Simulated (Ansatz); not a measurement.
`[OH][W]([OH])([OH])([OH])([Cl])[Cl]` + `[F][Ge]([F])([F])[F]` → `[OH][W]([OH])([OH])([OH])([F])[Cl]` + `[F][Ge]([F])([F])[Cl]`  (redistribution)

Gas-phase electronic energies from Ansatz, PBE0-D4/def2-TZVP geometries. CCSD(T)/CBS adds triple-zeta CCSD(T) − MP2 to the extrapolated MP2 energy (def2 sets, frozen cores). DFT in def2-TZVPP. HSE06 is defined as in plane-wave codes. Elements past krypton have def2 core potentials. For Ge, W outer-core shells are correlated without core-valence functions, which leaves a few kJ/mol of doubt a bond. Scalar relativity is left out up to krypton. One conformer a species, not always the lowest.

`[OH][W]([OH])([OH])([OH])([Cl])[Cl]`:

```xyz
11

O     1.675    0.948    0.050
W     0.086   -0.051    0.025
O     0.603   -1.478    1.086
O    -0.483    0.889    1.542
O    -0.943    1.085   -1.050
Cl    1.067   -1.007   -1.913
Cl   -1.816   -1.481   -0.325
H     2.336    0.807   -0.635
H     0.116   -2.296    1.222
H    -0.880    1.763    1.482
H    -1.760    0.822   -1.484
```

`[F][Ge]([F])([F])[F]`:

```xyz
5

F     0.717   -0.592    1.413
Ge    0.000    0.000    0.000
F    -0.648   -1.288   -0.885
F    -1.234    1.083    0.405
F     1.165    0.796   -0.933
```

`[OH][W]([OH])([OH])([OH])([F])[Cl]`:

```xyz
11

O     1.869    0.471    0.209
W     0.040    0.105   -0.053
O    -0.128    0.571   -1.841
O     0.512   -1.640   -0.521
O    -0.391   -0.468    1.677
F    -0.138    1.899    0.515
Cl   -2.365   -0.023   -0.266
H     2.102    1.352    0.520
H    -0.955    0.635   -2.328
H     0.747   -2.339    0.095
H    -1.294   -0.562    1.993
```

`[F][Ge]([F])([F])[Cl]`:

Z-matrix (Å, degrees):
```
Ge
F 1 1.698
F 1 1.698 2 107.7
Cl 1 2.086 2 111.2 3 122.1
F 1 1.698 2 107.7 3 -115.8
```

| level | ΔE (kJ/mol) |
| --- | --- |
| r2SCAN0-D4 | -41.3 |
| HSE06-D4 | -39.8 |
| CAM-B3LYP-D4 | -47.5 |
| r2SCAN0 | -42.2 |
| BHLYP | -46.7 |
| CCSD(T)/def2-SVP | -43.6 |
| SCS-MP2/def2-TZVPP | -25.6 |
| CCSD(T)/def2-TZVPP | -32.3 |

Question: What does CCSD(T)/CBS give? (An estimate is asked.)

Answer: The calculation gave: -32.9 kJ/mol. The listed levels differ from it by -8.4, -6.9, -14.6, -9.3, -13.8, -10.7, 7.3, 0.6 kJ/mol.

Largest T1 diagnostic among the species: 0.022, so the coupled-cluster value is less sure than usual.

The D4 term adds +4.7 kJ/mol with B3LYP and +2.6 kJ/mol with PBE0; it sums over pairs of atoms, weighted by their polarisabilities, and B3LYP, whose exchange is more repulsive, gets the larger term. Leaving LDA and LC-ωPBE aside and taking each functional with its dispersion term where it has one, the values, not all of them listed here, spread over 14.8 kJ/mol, from CAM-B3LYP-D4 to PBE-QIDH. At CCSD(T), def2-SVP lies −10.7 kJ/mol from the extrapolated value and def2-TZVPP +0.6 kJ/mol.

B3LYP here is the variant with VWN-RPA as its local correlation; programs differ in this.
